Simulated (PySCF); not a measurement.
Molecule: C$_{2}$H$_{6}$ClSi (charge 0, doublet). It need not be the lowest isomer of its formula. 
Structure (B3LYP-D3(BJ)/def2-TZVP (Ansatz) minimum search):
```
Si
C 1 1.8774
H 2 1.0899 1 111.25
H 2 1.0920 3 108.55 1 -121.45
H 2 1.0940 3 108.37 4 -117.68
C 1 1.8774 2 111.78 3 177.95
H 6 1.0899 1 111.25 2 -177.95
H 6 1.0920 7 108.55 1 121.45
H 6 1.0940 7 108.37 8 117.68
Cl 1 2.0898 2 107.91 3 59.44
```
Charge 0, spin multiplicity 2.

Dispersion corrections to the total energy (kcal/mol) from the dftd3 and dftd4 libraries through PySCF: D3(BJ) without and D4 with the three-body term, each with the damping fitted for the functional named.

```
functional  D3(BJ)      D4
----------  ------  ------
TPSSh            …   -6.28
HSE06            …   -4.07
PBE0         -4.76       …
BP86         -9.10   -6.99
r2SCAN       -1.51   -1.24
B2PLYP       -4.70   -3.58
BLYP        -11.75  -11.24
```

Question: Complete the blanks.

Answer: 
- TPSSh, D3(BJ): -6.37
- HSE06, D3(BJ): -3.79
- PBE0, D4: -4.35
